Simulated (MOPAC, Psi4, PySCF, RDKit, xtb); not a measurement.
Two geometries of SMILES CCCC#N, singlet, relaxed at B3LYP-D3(BJ)/def2-SVP with one dihedral held; other torsions can differ between them too.

Structure A

```
12

C     -1.4089     0.3946     0.0179
C     -0.2325    -0.2970     0.7032
C      0.9791    -0.5937    -0.2176
C      1.1533     0.3582    -1.3168
N      1.2720     1.1134    -2.1872
H     -2.2383     0.5380     0.7272
H     -1.7918    -0.1961    -0.8307
H     -1.1198     1.3814    -0.3730
H      0.1126     0.3386     1.5357
H     -0.5481    -1.2493     1.1575
H      1.9138    -0.6365     0.3636
H      0.8620    -1.5869    -0.6846
```

Structure B

```
12

C     -1.3829     0.4034    -0.0135
C     -0.2304    -0.2813     0.7173
C      0.9669    -0.6002    -0.2086
C      1.9488     0.4841    -0.2726
N      2.7136     1.3541    -0.2955
H     -2.2140     0.6261     0.6733
H     -1.7750    -0.2366    -0.8206
H     -1.0605     1.3551    -0.4671
H      0.1160     0.3294     1.5656
H     -0.5867    -1.2323     1.1459
H      1.5014    -1.4961     0.1487
H      0.6221    -0.8314    -1.2302
```

**Question.** Which is lower in energy at the level DF-MP2 (frozen core)/cc-pVTZ // B3LYP-D3(BJ)/def2-SVP in Psi4 1.11, and by how much?

**Answer.** B is lower, by 1.63 kJ/mol (dihedral C1–C2–C3–C4: 30° in A, 90° in B).

E(B) − E(A) in kJ/mol at the other levels, on the same two geometries: MMFF94 // B3LYP-D3(BJ)/def2-SVP (RDKit) -9.65; PBE0/def2-TZVP // B3LYP-D3(BJ)/def2-SVP (Psi4) -2.66; PBE0-D3(BJ)/def2-TZVP // B3LYP-D3(BJ)/def2-SVP (Psi4) -2.11; PBE/def2-TZVP // B3LYP-D3(BJ)/def2-SVP (Psi4) -2.73; PBE-D3(BJ)/def2-TZVP // B3LYP-D3(BJ)/def2-SVP (Psi4) -2.10; HF/cc-pVTZ // B3LYP-D3(BJ)/def2-SVP (Psi4) -4.36; UFF // B3LYP-D3(BJ)/def2-SVP (RDKit) -10.28; PM7, restricted, heats of formation // B3LYP-D3(BJ)/def2-SVP (MOPAC) -4.42; PM3, restricted, heats of formation // B3LYP-D3(BJ)/def2-SVP (MOPAC) -6.51; GFN1-xTB // B3LYP-D3(BJ)/def2-SVP (xtb) -1.80; restricted B3LYP/6-31G*, spherical d // B3LYP-D3(BJ)/def2-SVP (PySCF) -2.68; restricted M06-2X/6-31G*, spherical d // B3LYP-D3(BJ)/def2-SVP (PySCF) -0.98; restricted Hartree-Fock/LANL2DZ // B3LYP-D3(BJ)/def2-SVP (PySCF) -4.33; restricted BP86/6-31G*, spherical d // B3LYP-D3(BJ)/def2-SVP (PySCF) -2.35.
